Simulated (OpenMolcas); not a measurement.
## Computed transition rates of Si I

```yaml
Program: OpenMolcas 26.06
Method: "SS-RASPT2, IPEA 0.25 Eh, imaginary shift 0.1 Eh (closed shells correlated: 2s 2p)"
Basis: ANO-RCC-VQZP [6s5p3d2f1g]
Scalar_Hamiltonian: DKH2, point nucleus
Active_space: 4 electrons in 9 orbitals (RAS2 3s 3p; RAS3 3d, at most 2 electrons)
State_averaging: 2S+1 = 3 even, 3 roots; 2S+1 = 1 even, 6 roots; 2S+1 = 5 odd, 1 root; 2S+1 = 3 odd, 8 roots; 2S+1 = 1 odd, 5 roots
Spin-orbit_coupling: RASSI with atomic mean-field integrals over the reference wave functions, term energies averaged over their components
```

Rates come from the transition moments of the reference wave functions (E1 and E2 in the length form). At fixed line strength A goes as λ^-3 for E1 and M1 and as λ^-5 for E2, so a rate at the computed wavelength can be rescaled to the measured one. Measured vacuum wavelengths follow from level energies in NIST Handbook of Basic Atomic Spectroscopic Data. Branching counts decays inside the model space alone, at computed energies, and the table is only a selection of the E2 and M1 lines, drawn from those between levels with measured partners whose computed energy lies within a factor of 1.5 of the measured one.

```tsv
Upper	Lower	Type	λ computed (nm)	λ measured (nm)	A computed (s-1)	A rescaled (s-1)	Branching %
3s² 3p² ¹S₀	3s² 3p² ¹D₂	E2	1081	1099	8.29e-01	7.63e-01	96.6
3s² 3p² ¹S₀	3s² 3p² ³P₁	M1	648.7	652.9	2.79e-02		3.2
3s² 3p² ¹D₂	3s² 3p² ³P₂	M1	1658	1646	2.02e-03		73.3
3s² 3p² ¹D₂	3s² 3p² ³P₁	M1	1623	1607	7.19e-04		26.0
3s² 3p² ³P₂	3s² 3p² ³P₁	M1	77690	68470	2.89e-05	4.22e-05	100.0
3s² 3p² ¹D₂	3s² 3p² ³P₂	E2	1658	1646	1.57e-05		0.6
```

Spin-changing lines and M1 lines between different terms are not rescaled, since their strength hangs on the term gaps too.

The largest correction is for 3s² 3p² ³P₂ → 3s² 3p² ³P₁ (M1): 2.89e-05 × (77690 / 68470)^3 = 4.22e-05 s-1, a factor of 1.46.

No measured rate stands beside these. Rescaling mends the energy factor alone: line strengths can still be far off where a level mixes with configurations outside the active space, and weak or spin-changing lines hang on small mixing coefficients that depend on the term gaps too, so rescaling need not improve them.

CASPT2 breaks the degeneracy within a term, and the mean is taken; among the terms shown or strongly mixed into the levels shown the widest spread is 19 cm-1 (3s² 3p² ¹D). The run also gave levels led by 3s² 3p 3d, which use shells meant for correlation; these and all levels above them are left out. Computed and measured levels are paired by configuration, term and J; levels that our copy of the source lacks, or whose pairing is in doubt (as where it misses far off the trend of its configuration), stay unpaired. Levels of configurations outside the active space are missing.
